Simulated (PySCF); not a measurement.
Species: C9H10P (charge -1).
Bonds: C1–C2 (double), C2–P3, P3–C4, C4–C5 (aromatic), C5–C6 (aromatic), C6–C7 (aromatic), C7–C8 (aromatic), C8–C9 (aromatic), C9–C10, C4–C9 (aromatic). Hydrogens: H11, H12 on C1; H13 on C2; H14 on C5; H15 on C6; H16 on C7; H17 on C8; H18, H19, H20 on C10.

The same species was optimised twice, with GFN2-xTB and with PBE0-D3(BJ)/def2-SVP (PySCF), and the same property calculations (PySCF, gas phase) were run on both structures.

```json
{"coordinate": "P3–C4 (Å)", "GFN2-xTB": "1.786", "PBE0-D3(BJ)/def2-SVP": "1.806", "change": "+0.020"}
{"coordinate": "C2–P3 (Å)", "GFN2-xTB": "1.776", "PBE0-D3(BJ)/def2-SVP": "1.794", "change": "+0.018"}
{"coordinate": "C8–C9 (Å)", "GFN2-xTB": "1.378", "PBE0-D3(BJ)/def2-SVP": "1.393", "change": "+0.015"}
{"coordinate": "C4–C9 (Å)", "GFN2-xTB": "1.419", "PBE0-D3(BJ)/def2-SVP": "1.434", "change": "+0.015"}
{"coordinate": "C1=C2 (Å)", "GFN2-xTB": "1.340", "PBE0-D3(BJ)/def2-SVP": "1.356", "change": "+0.016"}
{"coordinate": "C4–C5 (Å)", "GFN2-xTB": "1.406", "PBE0-D3(BJ)/def2-SVP": "1.420", "change": "+0.014"}
{"coordinate": "C5–C6 (Å)", "GFN2-xTB": "1.377", "PBE0-D3(BJ)/def2-SVP": "1.390", "change": "+0.013"}
{"coordinate": "C6–C7 (Å)", "GFN2-xTB": "1.386", "PBE0-D3(BJ)/def2-SVP": "1.397", "change": "+0.011"}
{"coordinate": "C7–C8 (Å)", "GFN2-xTB": "1.390", "PBE0-D3(BJ)/def2-SVP": "1.398", "change": "+0.008"}
{"coordinate": "C9–C10 (Å)", "GFN2-xTB": "1.497", "PBE0-D3(BJ)/def2-SVP": "1.498", "change": "+0.001"}
{"coordinate": "C1–C2–P3 (°)", "GFN2-xTB": "124.3", "PBE0-D3(BJ)/def2-SVP": "126.9", "change": "+2.6"}
{"coordinate": "C5–C4–C9 (°)", "GFN2-xTB": "116.7", "PBE0-D3(BJ)/def2-SVP": "115.7", "change": "-1.0"}
{"coordinate": "C4–C5–C6 (°)", "GFN2-xTB": "121.9", "PBE0-D3(BJ)/def2-SVP": "122.7", "change": "+0.8"}
{"coordinate": "P3–C4–C5 (°)", "GFN2-xTB": "125.2", "PBE0-D3(BJ)/def2-SVP": "126.0", "change": "+0.8"}
{"coordinate": "C7–C8–C9 (°)", "GFN2-xTB": "121.7", "PBE0-D3(BJ)/def2-SVP": "122.3", "change": "+0.6"}
{"coordinate": "C6–C7–C8 (°)", "GFN2-xTB": "118.4", "PBE0-D3(BJ)/def2-SVP": "117.9", "change": "-0.5"}
{"coordinate": "C2–P3–C4 (°)", "GFN2-xTB": "102.6", "PBE0-D3(BJ)/def2-SVP": "102.1", "change": "-0.5"}
{"coordinate": "P3–C4–C9 (°)", "GFN2-xTB": "117.9", "PBE0-D3(BJ)/def2-SVP": "118.3", "change": "+0.4"}
{"coordinate": "C1–C2–P3–C4 (°)", "GFN2-xTB": "-169", "PBE0-D3(BJ)/def2-SVP": "-166", "change": "+3"}
{"coordinate": "C2–P3–C4–C5 (°)", "GFN2-xTB": "20", "PBE0-D3(BJ)/def2-SVP": "14", "change": "-6"}
```

Rotational constants: A = 2227, B = 778.9, C = 582.9 MHz (GFN2-xTB) against A = 2175, B = 764.2, C = 570.0 MHz (PBE0-D3(BJ)/def2-SVP). Point groups within 0.08 Å: C1 and C1.

On the GFN2-xTB structure: HOMO (eV) 0.11 [PBE0/pcSseg-1]; LUMO (eV) 3.89 [PBE0/pcSseg-1]; GIAO shielding of C1 (ppm) 89.8 [PBE0/pcSseg-1]; GIAO shielding of C2 (ppm) 23.7 [PBE0/pcSseg-1]; GIAO shielding of P3 (ppm) 324.7 [PBE0/pcSseg-1]; GIAO shielding of C4 (ppm) 16.6 [PBE0/pcSseg-1]; GIAO shielding of C5 (ppm) 59.0 [PBE0/pcSseg-1]; GIAO shielding of C6 (ppm) 60.2 [PBE0/pcSseg-1]; GIAO shielding of C7 (ppm) 74.4 [PBE0/pcSseg-1]; GIAO shielding of C8 (ppm) 57.7 [PBE0/pcSseg-1].

**Question.** What do these properties become on the PBE0-D3(BJ)/def2-SVP structure?

**Answer.** 
```
                                    property          level  on GFN2-xTB  on PBE0-D3(BJ)/def2-SVP  change
                                   HOMO (eV)  PBE0/pcSseg-1         0.11                     0.01   -0.10
                                   LUMO (eV)  PBE0/pcSseg-1         3.89                     3.79   -0.10
energy, GFN2-xTB geometry as zero (kcal/mol)  PBE0/pcSseg-1          0.0                     -1.2    -1.2
                  GIAO shielding of C1 (ppm)  PBE0/pcSseg-1         89.8                     85.4    -4.4
                  GIAO shielding of C2 (ppm)  PBE0/pcSseg-1         23.7                     20.6    -3.1
                  GIAO shielding of P3 (ppm)  PBE0/pcSseg-1        324.7                    318.4    -6.3
                  GIAO shielding of C4 (ppm)  PBE0/pcSseg-1         16.6                     12.3    -4.3
                  GIAO shielding of C5 (ppm)  PBE0/pcSseg-1         59.0                     56.5    -2.5
                  GIAO shielding of C6 (ppm)  PBE0/pcSseg-1         60.2                     57.8    -2.4
                  GIAO shielding of C7 (ppm)  PBE0/pcSseg-1         74.4                     72.0    -2.4
                  GIAO shielding of C8 (ppm)  PBE0/pcSseg-1         57.7                     54.7    -3.0
```

The heavy atoms differ by 0.047 Å rms after alignment. Among bonds between heavy atoms P3–C4 changes most (+0.020 Å). Changes are differences of the printed values. Neither structure is proved a minimum here. Isolated species at its PBE0-D3(BJ)/def2-SVP geometry (one conformer only).

Conformer computed: `[CH2:1]=[CH:2][P-:3][c:4]1[cH:5][cH:6][cH:7][cH:8][c:9]1[CH3:10]`: C1–C2–P3–C4 -166°, C2–P3–C4–C5 14°.
